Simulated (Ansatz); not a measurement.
Energy on a grid of two coordinates

SnH2IF (SMILES [F][SnH2][I]), singlet, PBE0-D4/def2-TZVP minimum:

```xyz
5
angstrom
F -0.9637 0.0325 1.5872
Sn -0.1045 0.1375 -0.1239
I 1.9056 -1.5987 -0.0288
H -1.2743 -0.3697 -1.2443
H 0.4869 1.7248 -0.2314
```

Rows set the bond length Sn2–I3 (Å; 2.658 at the minimum), columns the angle F1–Sn2–I3 (°; 105.7), set in this order; the parts move rigidly, in a bend the first-named atom's side turns in the plane, and in a torsion the whole end group turns. CCSD(T) energies count from the value at that structure, in kcal/mol. Computed with Ansatz 0.2.0 (basis: def2-TZVPP); correlated methods freeze the cores. Filled d shells of the heavier atoms are correlated. Core potentials replace the inner electrons of the atoms past krypton. The def2 sets are not built for correlating such inner shells, so the correlated values are less sure here.

```csv
Sn2–I3 \ F1–Sn2–I3,75.7,90.7,105.7,120.7,135.7
2.339,41.92,24.15,18.92,21.18,29.41
2.567,18.98,4.93,1.02,3.75,?
2.900,18.64,8.38,5.75,?,16.69
3.290,34.00,26.50,24.75,?,35.08
3.721,52.56,46.74,?,47.99,54.47
```

**Question.** Fill in the withheld cells. (Judge from chemistry; the value comes from the calculation.)

**Answer.** By the calculation: (2.567, 135.7): 11.98; (2.900, 120.7): 8.77; (3.290, 120.7): 27.74; (3.721, 105.7): 45.35 kcal/mol. These count from the CCSD(T) energy at the PBE0-D4 minimum.

The same grid for a cheaper method: HF − CCSD(T), both counted from the minimum, in kcal/mol:
```json
{"Sn2–I3 \\ F1–Sn2–I3": "2.339", "75.7": "6.14", "90.7": "3.72", "105.7": "2.99", "120.7": "3.14", "135.7": "3.96"}
{"Sn2–I3 \\ F1–Sn2–I3": "2.567", "75.7": "2.99", "90.7": "1.07", "105.7": "0.57", "120.7": "0.87", "135.7": "1.82"}
{"Sn2–I3 \\ F1–Sn2–I3": "2.900", "75.7": "0.99", "90.7": "-0.40", "105.7": "-0.63", "120.7": "-0.11", "135.7": "1.03"}
{"Sn2–I3 \\ F1–Sn2–I3": "3.290", "75.7": "1.16", "90.7": "0.33", "105.7": "0.48", "120.7": "1.34", "135.7": "2.78"}
{"Sn2–I3 \\ F1–Sn2–I3": "3.721", "75.7": "3.29", "90.7": "3.26", "105.7": "4.06", "120.7": "5.50", "135.7": "7.46"}
```

The T1 diagnostic stays at or below 0.020. The restricted Hartree–Fock reference is unstable towards an unrestricted one at one or more of these structures. A large double-excitation amplitude points to some diradical character; no triplet was computed.

For scale, one of the runs: CCSD(T)/def2-TZVPP, 159 basis functions (an equivalent command: `ansatz run in.yaml --threads 4`). Hardware: 4 CPU threads, shared host. Wall time 38 s; peak host memory 1.6 GiB.
